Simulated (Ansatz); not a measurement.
Reaction (redistribution): `CB(F)[SeH]` + `[CH3][Bi]([Cl])[Cl]` → `CB(Cl)[SeH]` + `[CH3][Bi]([F])[Cl]`

Isolated molecules relaxed with PBE0-D4/def2-TZVP in Ansatz; ΔE leaves out vibrations. CBS: MP2 limit from def2 TZ/QZ plus the TZ coupled-cluster correction, frozen cores. Functionals use def2-TZVPP. HSE06 is defined as in plane-wave codes. def2 core potentials past Kr. For Bi, Se outer-core shells are correlated without core-valence functions, which leaves a few kJ/mol of doubt a bond. Scalar relativity is left out up to krypton. One conformer a species, not always the lowest.

`CB(F)[SeH]`:

Cartesian coordinates in Å:
```
C -0.190 -0.480 -0.776
B -0.350 -0.002 0.697
F -1.332 -0.504 1.441
Se 0.770 1.305 1.614
H -1.109 -0.258 -1.330
H 0.649 -0.036 -1.308
H -0.079 -1.570 -0.795
H 1.641 1.544 0.459
```

`[CH3][Bi]([Cl])[Cl]`:

Cartesian coordinates in Å:
```
C -0.583 -0.558 -0.522
Bi 0.230 1.437 0.058
Cl 2.551 0.706 -0.160
Cl -0.085 1.023 2.445
H -1.655 -0.576 -0.323
H -0.387 -0.728 -1.581
H -0.071 -1.304 0.083
```

`CB(Cl)[SeH]`:

```xyz
8

C     0.718   -0.242   -0.544
B    -0.223   -0.153    0.692
Cl    0.178   -1.049    2.155
Se   -1.848    0.884    0.791
H     1.721    0.101   -0.266
H     0.832   -1.289   -0.845
H     0.382    0.334   -1.406
H    -1.760    1.414   -0.576
```

`[CH3][Bi]([F])[Cl]`:

Z-matrix (Å, degrees):
```
C
Bi 1 2.226
H 1 1.090 2 109.5
H 1 1.089 2 106.6 3 119.3
H 1 1.091 2 109.6 3 -121.3
F 2 2.015 1 92.1 3 -161.4
Cl 2 2.438 1 93.3 3 -63.8
```

CCSD(T)/CBS gives +0.88 eV.

Problem. Another level gave +0.92 eV. Which?
A. BHLYP/def2-TZVPP
B. revPBE/def2-TZVPP
C. B97M-V/def2-TZVPP
D. HSE06/def2-TZVPP

Solution. D. HSE06 0.92, B97M-V 0.86, BHLYP 1.02, revPBE 0.81 eV.

Largest T1 diagnostic among the species: 0.014.

In def2-TZVPP, CCSD(T) changes the Hartree–Fock value by −0.21 eV (the triples alone add −0.04 eV) and MP2 by −0.23 eV. From BLYP to BHLYP (50 % exact exchange), in def2-TZVPP and without D4, ΔE moves by +0.16 eV.
